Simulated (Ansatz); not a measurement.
Consider the cleavage of the Ge–Si bond: `O[SiH]([SiH3])[GeH3]` + H₂Te → `[GeH3][TeH]` + `O[SiH2][SiH3]`.

Isolated molecules relaxed with PBE0-D4/def2-TZVP in Ansatz; ΔE leaves out vibrations. CBS: MP2 limit from def2 TZ/QZ plus the TZ coupled-cluster correction, frozen cores. DFT in def2-TZVPP. B3LYP here is the variant with VWN-RPA as its local correlation; programs differ in this. Elements past krypton have def2 core potentials. For Ge, Te outer-core shells are correlated without core-valence functions, which leaves a few kJ/mol of doubt a bond. Scalar relativity is left out up to krypton. Each species was taken in one conformer, which may not be the lowest.

`O[SiH]([SiH3])[GeH3]`:

Z-matrix (Å, degrees):
```
Si
Si 1 2.338
Ge 1 2.389 2 110.7
O 1 1.658 2 107.0 3 122.2
H 1 1.495 2 109.5 3 -117.5
H 2 1.489 1 108.1 3 58.6
H 2 1.487 1 110.4 3 -60.2
H 2 1.487 1 111.6 3 178.3
H 3 1.542 1 110.8 2 173.4
H 3 1.539 1 110.4 2 -67.2
H 3 1.539 1 111.6 2 53.3
H 4 0.959 1 117.4 2 179.9
```

H₂Te:

```xyz
3

Te    0.682    0.370    0.044
H    -0.827    0.769   -0.509
H     0.144   -1.138    0.464
```

`[GeH3][TeH]`:

```xyz
6

Ge    0.061   -0.618    0.241
Te    0.589    1.384   -1.260
H    -1.383   -1.093    0.022
H     1.048   -1.713   -0.185
H     0.275   -0.257    1.717
H    -0.589    2.298   -0.534
```

`O[SiH2][SiH3]`:

Z-matrix (Å, degrees):
```
Si
Si 1 2.347
O 1 1.654 2 112.4
H 1 1.484 2 110.6 3 117.6
H 1 1.493 2 108.5 3 -123.5
H 2 1.489 1 110.0 3 177.8
H 2 1.491 1 110.1 3 58.6
H 2 1.488 1 111.4 3 -61.5
H 3 0.958 1 117.6 2 -58.8
```

CCSD(T)/CBS gives -0.49 eV.

Question: Another level gave -0.51 eV. Which?
A. PBE-D4/def2-TZVPP
B. B3LYP/def2-TZVPP
C. HF/def2-TZVPP
D. r2SCAN/def2-TZVPP

Answer: B. B3LYP -0.51, PBE-D4 -0.40, r2SCAN -0.46, HF/def2-TZVPP -0.64 eV.

Largest T1 diagnostic among the species: 0.013.

From PBE to PBE0 (25 % exact exchange), in def2-TZVPP and without D4, ΔE moves by −0.04 eV. In def2-TZVPP, CCSD(T) changes the Hartree–Fock value by +0.19 eV (the triples alone add +0.01 eV) and MP2 by +0.10 eV. The D4 term adds +0.04 eV with B3LYP and +0.03 eV with PBE0; it sums over pairs of atoms, weighted by their polarisabilities, and B3LYP, whose exchange is more repulsive, gets the larger term.
